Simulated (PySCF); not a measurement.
## Telling isomers of C$_{7}$H$_{10}$F$_{3}$P apart by NMR

- shieldings: GIAO PBE0/pcSseg-1
- structure optimised with GFN2-xTB
- run in PySCF 2.14.0 with density-fitted response routines
- gas phase, relativity neglected, equivalent nuclei averaged, one computed conformer

Referencing at the same level of theory: TMS for ¹H, ¹³C. Splittings of carbon signals by F and P are missing where no couplings were computed. Where no couplings were computed, multiplicities follow the n + 1 count of equivalent neighbours, and m marks all less simple cases (inequivalent or close neighbours, rings, F or P nearby). Shifts are as computed. Against solution values, carbons near 30 ppm lie about +3 ppm off and those near 130 ppm about +5 ppm. Of 1211 compounds with measured shifts, 218 miss one by over three times the rms of a fit or turn the order of signals round; such compounds aren't used in these exercises.

(1) Tabulate the signals of `CC(C)(C)/C=P\C(F)=C(F)F`, `FC(F)(F)CCP1CC=CC1` and their relative energies.

(2) What is the quickest way to tell CC(C)(C)/C=P\C(F)=C(F)F from FC(F)(F)CCP1CC=CC1?

## Answers

(1) 
```tsv
SMILES	carbon types	δC	δH	E rel. (kcal/mol)
CC(C)(C)/C=P\C(F)=C(F)F	3×C 1×CH 3×CH3	222.7, 168.7, 138.6, 44.3, 33.2	9.03 (m, 1H), 1.35 (s, 9H)	54.7
FC(F)(F)CCP1CC=CC1	1×C 2×CH 4×CH2	137.0, 136.2, 38.1, 36.0, 25.6	6.11 (m, 2H), 2.52 (m, 4H), 2.01 (m, 2H), 1.50 (m, 2H)	0.0
```

Energies are electronic energies at PBE0/pcSseg-1 on these geometries, without zero-point or thermal terms, each for the one conformer computed, which needn't be the lowest.

(2) Both give the same number of carbon signals, but DEPT or the intensities differ. The first has a carbon double-bonded to a heavier main-group atom (CH) at 222.7 ppm, the second an alkene CH at 137.0 ppm. In the proton spectra the most deshielded non-exchanging signals are 9.03 (m, 1H) and 6.11 (m, 2H).
